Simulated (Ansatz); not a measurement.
Worked example: vertical energy of the quartet above the doublet of InH2 (SMILES [InH2])

InH2: 3 atoms, total charge 0, spin state doublet. SMILES: `[InH2]`. The coordinates come from a PBE0-D4/def2-TZVP relaxation.

```xyz
3

In    0.3846   -0.4254    0.1498
H     0.6913    1.2654    0.5216
H    -1.0869   -0.9048   -0.6847
```

Both states at this one shape; open shells run unrestricted unless said. 1 Eh = 27.2114 eV.

```
                               level  program  doublet InH2 (Eh)  quartet InH2 (Eh)
                          UHF/STO-3G   Ansatz       -5683.958471       -5683.776241
                         UPBE/STO-3G   Ansatz       -5685.351062       -5685.213345
                   UCAM-B3LYP/STO-3G   Ansatz       -5686.132485       -5685.973601
UMP2/STO-3G, 18 core orbitals frozen   Ansatz       -5683.982585       -5683.798896
```

**Question.** Work out the vertical gap, second state less first, at each level.

**Answer.** 
1. UHF/STO-3G: -5683.776241 − (-5683.958471) = 0.182230 Eh = 4.96 eV.
2. UPBE/STO-3G: -5685.213345 − (-5685.351062) = 0.137717 Eh = 3.75 eV.
3. UCAM-B3LYP/STO-3G: -5685.973601 − (-5686.132485) = 0.158884 Eh = 4.32 eV.
4. UMP2/STO-3G: -5683.798896 − (-5683.982585) = 0.183689 Eh = 5.00 eV.

No measured value is set beside it here; the levels span 3.75 to 5.00 eV. Spin-orbit coupling, which splits open shells on such heavy atoms by tenths of an eV, is left out. Minimal sets are far from the basis-set limit. All-electron rows are non-relativistic unless named.
